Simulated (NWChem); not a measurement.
System: C$_{3}$H$_{9}$B; SMILES BC(C)C

```xyz
13

B      0.0050     1.6161     0.0882
H     -1.0232     2.2270     0.1783
H      1.0370     2.2205     0.1786
C      0.0003     0.0959    -0.2664
C     -1.2797    -0.6784     0.0999
C      1.2755    -0.6863     0.0996
H      0.0005     0.2203    -1.3770
H     -1.2874    -1.6809    -0.3465
H     -1.3581    -0.8071     1.1868
H     -2.1796    -0.1503    -0.2340
H      2.1786    -0.1637    -0.2344
H      1.2770    -1.6887    -0.3469
H      1.3533    -0.8156     1.1864
```
Atoms are numbered in this order, from 1.

Computed with NWChem. Pople sets run with spherical d functions. Structure relaxed at the B3LYP/6-31G* (spherical d) level. B3LYP is NWChem's, with the RPA form of VWN correlation. GIAO values for the isolated, static molecule; σ is the absolute isotropic shielding, δ = σ(reference) − σ with the isolated reference molecule computed at the same levels (11B: boron trifluoride, 13C: tetramethylsilane, 1H: tetramethylsilane).

For level Hartree-Fock/6-31G*:

```
Quantity    Result
----------  ------
δ B1 (ppm)    69.6
δ H2 (ppm)    7.38
δ C4 (ppm)    28.7
δ C5 (ppm)    19.8
δ H7 (ppm)    0.34
```

Estimate the same quantities for level B3LYP/6-31G*.


* **δ B1 (ppm)**: 72.6
* **δ H2 (ppm)**: 7.77
* **δ C4 (ppm)**: 38.6
* **δ C5 (ppm)**: 21.1
* **δ H7 (ppm)**: 0.95
